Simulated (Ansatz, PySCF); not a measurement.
Gas-phase reaction R1 → P1 + P2, each structure at its B3LYP-D3(BJ)/def2-TZVP stationary point, reached from a drawn start (curvature not checked).
R1: CH4 (SMILES C), charge 0, multiplicity 1.
P1: CH3 (SMILES [CH3]), charge 0, multiplicity 2.
P2: H atom, charge 0, multiplicity 2.

```
level                          reaction energy (kcal/mol)  minus CCSD(T)/CBS(cc-pVTZ, cc-pVQZ)
-----------------------------  --------------------------  -----------------------------------
HF/cc-pVDZ                                          85.10                               -27.49
HF/cc-pVTZ                                          85.37                               -27.23
HF/cc-pVQZ                                          85.30                               -27.29
SVWN5/def2-TZVPP                                   123.31                                10.71
PBE/def2-TZVPP                                     110.26                                -2.34
BLYP/def2-TZVPP                                    110.09                                -2.51
revPBE/def2-TZVPP                                  107.99                                -4.60
r2SCAN/def2-TZVPP                                  107.90                                -4.69
B97M-V/def2-TZVPP                                  112.16                                -0.43
B3LYP/def2-TZVPP                                   111.11                                -1.49
PBE0/def2-TZVPP                                    109.45                                -3.15
BHLYP/def2-TZVPP                                   109.25                                -3.34
M06-2X/def2-TZVPP                                  112.09                                -0.50
CAM-B3LYP/def2-TZVPP                               111.48                                -1.11
wB97X-V/def2-TZVPP                                 112.49                                -0.11
wB97M-V/def2-TZVPP                                 112.76                                 0.16
B2PLYP/def2-TZVPP                                  110.94                                -1.66
MP2/cc-pVDZ                                        106.81                                -5.79
MP2/cc-pVTZ                                        110.55                                -2.05
MP2/cc-pVQZ                                        111.49                                -1.10
MP2/CBS(cc-pVTZ, cc-pVQZ)                          112.23                                -0.37
SCS-MP2/cc-pVDZ                                    108.02                                -4.58
SCS-MP2/cc-pVTZ                                    112.10                                -0.49
SCS-MP2/cc-pVQZ                                    113.23                                 0.63
CCSD/cc-pVDZ                                       107.22                                -5.38
CCSD/cc-pVTZ                                       110.29                                -2.31
CCSD/cc-pVQZ                                       110.97                                -1.62
CCSD(T)/cc-pVDZ                                    107.92                                -4.68
CCSD(T)/cc-pVTZ                                    111.27                                -1.33
CCSD(T)/cc-pVQZ                                    112.01                                -0.59
CCSD(T)/CBS(cc-pVTZ, cc-pVQZ)                      112.60                                 0.00
```

 The comparison column counts from a level with limits of its own.

P less R. No zero-point or thermal terms; singlets are restricted closed shells; open shells are unrestricted.

Cores are frozen in the correlated methods. CBS(a, b) extrapolates the correlation energy as X⁻³ and adds the Hartree–Fock energy of set b.

Run with Ansatz (a first-principles code) with Gaussian orbitals; PySCF for M06-2X. Each number belongs to the level named beside it.
